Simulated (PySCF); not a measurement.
Assigning NMR signals

Cartesian coordinates in Å; atom numbers follow the order of the lines, from 1:
```xyz
14

N     0.5785    1.7377   -2.8714
C     0.1507    1.2121   -1.9455
C    -0.3633    0.5558   -0.8173
C    -1.3666    0.9051    0.0135
Si   -1.3008   -0.6781    1.0453
C     0.1926   -0.7385   -0.2540
F     0.1630   -1.7828   -1.1647
C     1.5483   -0.6243    0.3423
N     1.9843    0.2752    1.1005
H    -1.9382    1.8177   -0.0378
H    -2.3071   -1.6749    0.7166
H    -0.8945   -0.5945    2.4414
H     2.2156   -1.4518    0.1183
H     1.3369    1.0409    1.2908
```

A single conformation, no relativistic terms, gas phase. Structure optimised with GFN2-xTB; shieldings: GIAO PBE0/pcSseg-1; PySCF.

References, each an isolated molecule treated in the same way: $^{13}$C (186.93 ppm), $^{1}$H (31.72 ppm) vs TMS.

Q: Assign these signals to the numbered atoms. $^{13}$C{$^{1}$H} NMR (computed): δ 177.2 (CH), 166.3 (CH), 143.3 (C), 118.1 (C), 104.3 (C).

A: 
```tsv
δ (ppm)	atoms	environment	reason
177.2	C8	carbon bonded to C, N, H	–
166.3	C4	carbon bonded to C, Si, H	–
143.3	C3	carbon bonded to 3 C	–
118.1	C2	carbon bonded to C, N	–
104.3	C6	carbon bonded to 2 C, F, Si	–
```

Q: Assign these signals to the numbered atoms. $^{1}$H NMR (600 MHz, computed): δ 10.63 (br s, 1H), 8.59 (m, 1H), 7.57 (m, 1H), 4.98 (m, 1H), 4.71 (m, 1H).

A: 
```tsv
δ (ppm)	atoms	environment	reason
10.63	H14	hydrogen on a nitrogen bonded to C	–
8.59	H13	hydrogen on a carbon bonded to C, N	–
7.57	H10	hydrogen on a carbon bonded to C, Si	–
4.98	H11	hydrogen on a silicon bonded to 2 C	–
4.71	H12	hydrogen on a silicon bonded to 2 C	–
```

OH and NH positions are those of a molecule without intermolecular hydrogen bonds; in solution they move with solvent, concentration and temperature, and exchange usually removes their couplings. Splittings by $^{19}$F in the carbon and heteronuclear signals aren't shown, as no couplings were computed. Shifts are as computed. Against solution values, carbons near 30 ppm lie about +3 ppm off and those near 130 ppm about +5 ppm. Of 1211 compounds with measured shifts, 218 miss one by over three times the rms of a fit or turn the order of signals round; such compounds aren't used in these exercises. No couplings were computed; multiplicities are counted from neighbouring protons, with m where these are inequivalent, close in shift, in a saturated or five-membered ring or joined by F or P, and br s for small geminal =CH2 splittings.
